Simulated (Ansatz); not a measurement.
A structure drawn as `OCC=C[SiH3]`, with this starting geometry:

```xyz
13

O     0.128   -1.703    2.110
C    -0.180   -1.759    0.797
C    -0.450   -0.375    0.355
C     0.295    0.319   -0.671
Si   -0.013    1.974   -1.243
H     0.883   -1.066    2.280
H    -1.063   -2.355    0.645
H     0.662   -2.194    0.246
H    -1.230    0.131    0.800
H     1.134   -0.250   -1.115
H     1.233    2.413   -1.961
H    -1.129    1.991   -2.190
H    -0.271    2.872   -0.050
```

Charge 0, multiplicity 1.

(1) Relax it with Ansatz at PBE-D4/def2-SVP and then PBE0-D4/def2-TZVP. Is the drawn bonding still there?

(2) Give the relaxed structure. (An estimate is asked.)

Atoms count as bonded under 1.1 times the sum of their covalent radii (H–H under 0.85 Å, pairs among N, O and F under 1.55 Å), and a drawn bond as lost past 1.3 times.

## Answers

(1) Yes, every drawn bond is still there and no new one forms.

(2) Ansatz gave: 
Z-matrix (Å, degrees):
```
C
C 1 1.494
O 1 1.414 2 112.1
H 1 1.098 2 110.0 3 -124.9
H 1 1.094 2 109.9 3 116.9
C 2 1.333 1 124.8 3 126.2
H 2 1.090 1 114.8 3 -52.8
H 3 0.961 1 107.9 2 -58.0
Si 6 1.857 2 123.4 1 179.9
H 6 1.091 2 117.6 1 0.4
H 9 1.487 6 109.0 2 1.6
H 9 1.489 6 110.8 2 121.9
H 9 1.488 6 110.9 2 -118.8
```
All modes are real.
